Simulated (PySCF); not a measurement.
Species: C3H10BP.
Atom-mapped SMILES: `[PH3+:1][BH2-:2][CH:3]1[CH2:4][CH2:5]1` (hydrogens: H6, H7, H8 on P1; H9, H10 on B2; H11 on C3; H12, H13 on C4; H14, H15 on C5)

Computed, not measured: PySCF, PBE0-D3(BJ)/def2-SVP geometry optimisation, gas phase.

(1) List the bond lengths, angles and torsions at this level.

Results:

(1) 
```json
{"bond": "P1–B2", "length (bohr)": "3.696", "order": "single"}
{"bond": "B2–C3", "length (bohr)": "3.023", "order": "single"}
{"bond": "C3–C4, C3–C5", "length (bohr)": "2.853", "order": "single"}
{"bond": "C4–C5", "length (bohr)": "2.826", "order": "single"}
{"bond": "P1–H6, P1–H7, P1–H8", "length (bohr)": "2.679", "order": "single"}
{"bond": "B2–H9, B2–H10", "length (bohr)": "2.317", "order": "single"}
{"bond": "C3–H11", "length (bohr)": "2.074", "order": "single"}
{"bond": "C4–H12, C5–H14", "length (bohr)": "2.068", "order": "single"}
{"bond": "C4–H13, C5–H15", "length (bohr)": "2.069", "order": "single"}
```

Bonds in one row agree within 0.02 bohr and their mean is given. Orders are formal, as drawn. A selection of angles:
```json
{"angle": "B2–P1–H6", "degrees": "118.6"}
{"angle": "B2–P1–H7", "degrees": "118.3"}
{"angle": "H6–P1–H7", "degrees": "99.8"}
{"angle": "P1–B2–C3", "degrees": "106.6"}
{"angle": "P1–B2–H9", "degrees": "102.6"}
{"angle": "P1–B2–H10", "degrees": "100.9"}
{"angle": "C3–B2–H9", "degrees": "117.1"}
{"angle": "C3–B2–H10", "degrees": "114.4"}
{"angle": "H9–B2–H10", "degrees": "112.8"}
{"angle": "B2–C3–C4", "degrees": "120.9"}
{"angle": "B2–C3–C5", "degrees": "118.7"}
{"angle": "B2–C3–H11", "degrees": "117.1"}
{"angle": "C4–C3–C5", "degrees": "59.4"}
{"angle": "C4–C3–H11", "degrees": "114.3"}
{"angle": "C3–C4–C5", "degrees": "60.2"}
{"angle": "C3–C4–H12", "degrees": "119.0"}
{"angle": "C3–C4–H13", "degrees": "118.0"}
{"angle": "C5–C4–H12", "degrees": "117.9"}
{"angle": "C5–C4–H13", "degrees": "117.9"}
{"angle": "H12–C4–H13", "degrees": "113.8"}
{"angle": "C3–C5–H14", "degrees": "118.4"}
```

Dihedral angles: P1–B2–C3–C4 75° (synclinal); B2–C3–C4–C5 107° (anticlinal); B2–C3–C5–C4 -111° (anticlinal). The mirror-image conformer, all signs reversed, is as good.

The 3-membered ring C3–C4–C5 has internal angles of 59.4° to 60.5°. P1 (phosphorus bonded to B and 3 H) is distorted tetrahedral (angles from 99.4° to 118.6°). B2 (four-coordinate boron) is distorted tetrahedral (angles from 100.9° to 117.1°).

Point group: C1 (no symmetry element, even within 0.4 Å). Stationary, but not proved a minimum. The numbers are those of one conformer.

Time: 20 s of wall time; peak memory 0.53 GiB. Hardware: one thread of an AMD EPYC 9R45, on a shared host. That covers the optimisation of the geometry.
